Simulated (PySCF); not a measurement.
Correlation energy of Sr (strontium, neutral)

[Kr] 4d1 5s1, 5s spin antiparallel (an excited configuration). All numbers are calculated (PySCF 2.14, scalar relativity by spin-free X2C-1e, in x2c-TZVPPall with one added diffuse shell each of s, p, d, f type (9s7p7d3f1g, 95 functions)). Frozen: [Kr]; 2 electrons correlated.

Total MP2 correlation energy: -11.13 mhartree.

Same-spin part 0.00 and opposite-spin part -11.13 mhartree; SCS-MP2 scales them by 1/3 and 6/5 to -13.35 mhartree.
